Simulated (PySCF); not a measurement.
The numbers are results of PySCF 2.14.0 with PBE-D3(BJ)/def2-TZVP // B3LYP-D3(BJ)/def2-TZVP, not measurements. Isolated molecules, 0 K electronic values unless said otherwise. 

Reference species (SMILES): `B[SiH3]` (neutral, multiplicity 1).

| Item | Result |
|---|---|
| HOMO | -7.24 eV |

Changed species: `B` (0 of 3 H replaced by SiH3; the reference has 1 of 3 H replaced by SiH3).

What does the change do to the HOMO?

the HOMO falls by 1.24 eV, to -8.48 eV.
